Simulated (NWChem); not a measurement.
System: GeHCl₂, doublet; SMILES [GeH]([Cl])[Cl]

Results from NWChem. Spin-unrestricted. In the optimisation the excess spin sits in a' (Cs, its own frame). Structure relaxed at the PBE0/def2-SVP, spin-unrestricted level. No stability test was run on the SCF state. Level B3LYP/def2-SVP: energy and gradient; each run changes one setting, and changes count from the defaults (medium grid, exact Coulomb integrals, symmetry on).

```tsv
setting	size of the energy change (μHa)	largest change of a gradient component (μHa/bohr)
defaults	< 10	< 30
symmetry off	< 10	other frame
tight SCF thresholds and tolerances	< 10	60
coarse grid	50	200
Becke weights	10	100
```
